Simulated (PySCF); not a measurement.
MP for M along the chalcogens

r²SCAN with triple-zeta basis sets in PySCF, for the lowest determinant that a PBE0 search found; no spin–orbit coupling. De refers to high-spin ground-configuration atoms. A positive dipole means M(−)P(+).

| M | basis | state (unpaired electrons) | Re (Å) | ωe (cm⁻¹) | De (eV) | μ (D) |
| --- | --- | --- | --- | --- | --- | --- |
| O | def2-TZVPP | doublet (π ↑) | 1.482 | 1252 | 6.14 | 1.93 |
| S | def2-TZVPP | doublet (π ↑) | 1.900 | 757 | 4.58 | 0.59 |
| Te | def2-TZVPP | doublet (π ↑) | 2.241 | 485 | 3.19 | -0.61 |

(1) The row for M = Se is missing. Estimate Re, ωe and De as the mean of the rows for S and Te, and compare with the calculation.

Relativity is treated differently too: O no relativity; S no relativity; Se no relativity; Te scalar-relativistic core potentials.

Spin–orbit coupling is left out, which matters for elements this heavy, above all for dissociation energies. States were picked by a PBE0 search and need not be the measured ground states.

## Answers

(1) The means are 2.071 Å, 621 cm⁻¹ and 3.88 eV. r²SCAN in def2-TZVPP gives PSe as a doublet (π ↑) with Re = 2.038 Å, ωe = 579 cm⁻¹, De = 3.95 eV, so the estimate is off by +3.2 pm, +7 % and -0.07 eV.
